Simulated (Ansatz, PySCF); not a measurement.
Reaction (SMILES): C/C=C\C(C)C + 6 [H][H] (H2) -> 6 C (CH4)
Geometries: B3LYP-D3(BJ)/def2-TZVP minima from Ansatz (a first-principles code), one conformer each, not searched for the lowest. Frequencies are from Ansatz or PySCF.

Wanted: energy of full hydrogenation (enthalpy at 298 K, with B3LYP-D3(BJ) rigid-rotor harmonic-oscillator terms), in kcal/mol. Valence correlation only, unless marked. Spin-orbit coupling is left out. Non-relativistic. Basis-set limits of correlation are two-point, X^-3; Hartree-Fock from the larger set.

| level | program | energy of full hydrogenation (kcal/mol) | minus last row |
|---|---|---|---|
| HF/6-31G | Ansatz | -125.8 | -31.0 |
| PBE0/STO-3G | Ansatz | -116.0 | -21.2 |
| PBE0/6-31G* | Ansatz | -107.3 | -12.5 |
| PBE0-D4/def2-TZVPD | Ansatz + dftd4 | -98.4 | -3.6 |
| CAM-B3LYP-D3(BJ)/def2-TZVPD | Ansatz + dftd3 | -100.7 | -5.9 |
| MP2/6-31G* | Ansatz | -85.5 | 9.3 |
| SCS-MP2/STO-3G | Ansatz | -99.9 | -5.1 |
| CCSD/6-31G* | Ansatz | -89.3 | 5.5 |
| CCSD(T)/cc-pVTZ | Ansatz | -96.0 | -1.2 |
| CCSD(T)/CBS(cc-pVTZ,cc-pVQZ) | Ansatz | -94.8 | 0.0 |
